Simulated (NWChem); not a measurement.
Species: CF3 cation

```xyz
4

F      1.1863    -0.3179     0.0000
C      0.0000     0.0000     0.0000
F     -0.3179     1.1863     0.0000
F     -0.8684    -0.8684     0.0000
```
Atoms are numbered in this order, from 1.

Program: NWChem. Pople sets run with spherical d functions. The geometry was optimised at PBE0/def2-SVP. Level: PBE/6-31G* with SMD (1 M gas to 1 M solution), gas-phase geometry. Reactions with the solvent are ignored.

```csv
solvent,dielectric constant,solvation free energy (kcal/mol),cavity-dispersion-structure term (kcal/mol)
water,78.4,-70.4,4.3
tetrahydrofuran,7.43,-63.1,2.3
ethyl acetate,5.99,?,2.1
n-hexane,1.88,-33.7,1.7
```

### Question
Some entries are withheld; supply them.

### Answer

- ethyl acetate, solvation free energy (kcal/mol): -60.9
